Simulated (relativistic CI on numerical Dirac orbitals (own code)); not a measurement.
## Co²⁺ in a cubic cluster: 2p photoemission with charge transfer

Computed with a charge-transfer multiplet model of a cubic metal-ligand cluster with up to 2 ligand holes, Slater and spin-orbit integrals from Dirac-Coulomb-Breit ions, Slater integrals scaled by 0.7. The parameters are those of a tetrahedral site (10Dq negative, t2 hopping the larger). The ground state mixes d7 with configurations of k ligand holes L, whose averages lie at kΔ + k(k − 1)U_dd/2; a core hole lowers each added d electron by U_cd. 300 K, Lorentzian 0.6 eV and Gaussian 0.8 eV FWHM.

Atomic integrals in eV (Slater integrals scaled, ζ unscaled), ground: F2dd 8.079, F4dd 5.014, zeta_d 0.063; with the core hole: F2dd 9.358, F4dd 5.849, zeta_d 0.093, zeta_core 9.664, F2cd 5.552, G1cd 4.214, G3cd 2.396.

Cluster parameters (eV): U_dd = 7.5, U_cd = 8.9, 10Dq = -0.2, 10Dq(ligand) = 0, V(eg) = 0.9, V(t2g) = -1.53, final-state hopping factor = 1.

```csv
Case,n_d,d7,d8L,d9L2,S
Δ = 2.4 eV,7.26,0.75,0.24,0.01,1.50
Δ = 3.4 eV,7.20,0.81,0.19,0.01,1.50
Δ = 4.4 eV,7.15,0.85,0.15,0.00,1.50
Δ = 5.4 eV,7.12,0.88,0.12,0.00,1.50
Δ = 8.4 eV,7.06,0.94,0.06,0.00,1.50
```

Weights, n_d and S are thermal averages at 300 K. Binding energies count from the first peak over 30 % of the highest in each spectrum, which can be another peak from case to case. The parameters are a model scan and need not match a compound or its usual spin state. Peaks in eV (height, largest 100):
- Δ = 2.4 eV: 0.0 (100), 3.6 (19), 6.1 (53), 8.6 (51), 12.4 (19), 15.3 (56), 21.8 (36), 25.0 (28)
- Δ = 3.4 eV: 0.0 (100), 4.2 (21), 6.2 (70), 8.5 (51), 11.7 (16), 15.5 (56), 22.0 (46), 24.7 (21)
- Δ = 4.4 eV: 0.0 (100), 6.5 (75), 8.6 (36), 12.1 (12), 15.6 (57), 21.6 (51)
- Δ = 5.4 eV: 0.0 (100), 6.2 (69), 9.0 (26), 12.2 (7), 15.7 (58), 21.3 (49)
- Δ = 8.4 eV: 0.0 (100), 0.8 (95), 5.6 (39), 16.0 (67), 20.8 (25)

Curve for Δ = 4.4 eV (points under 2 left out, the grid thinned):

(E (eV), Intensity): (-3.6, 2.0), (-2.9, 3.0), (-2.2, 4.9), (-1.5, 10.8), (-0.8, 41.8), (-0.1, 98.7), (0.6, 83.2), (1.3, 62.1), (2.0, 41.2), (2.7, 28.0), (3.4, 23.1), (4.1, 25.8), (4.8, 34.8), (5.5, 63.8), (6.2, 71.5), (6.9, 68.1), (7.6, 41.8), (8.3, 35.7), (9.0, 34.9), (9.7, 26.8), (10.4, 14.0), (11.1, 10.5), (11.8, 11.4), (12.5, 10.9), (13.2, 6.9), (13.9, 8.2), (14.6, 25.7), (15.3, 54.0), (16.0, 52.6), (16.7, 32.0), (17.4, 13.5), (18.1, 7.7), (18.8, 7.3), (19.5, 8.2), (20.2, 12.4), (20.9, 33.4), (21.6, 50.9), (22.3, 41.6), (23.0, 25.0), (23.7, 14.0), (24.4, 10.1), (25.1, 9.1), (25.8, 6.5), (26.5, 3.9), (27.2, 2.1)

For the case Δ = 5.4 eV, Δ = 5.4 eV is smaller than U_dd = 7.5 eV, the charge-transfer side of the Zaanen-Sawatzky-Allen scheme. With the core hole the configuration with one ligand hole lies at Δ − U_cd = -6.5, -5.5, -4.5, -3.5, -0.5 eV from the one without, in the order of the table; where this is negative the screened configuration lies lower, though the effective hopping of about 2.6 eV (from the holes of the mixed ground state) mixes the two strongly wherever it is as large as the gap.
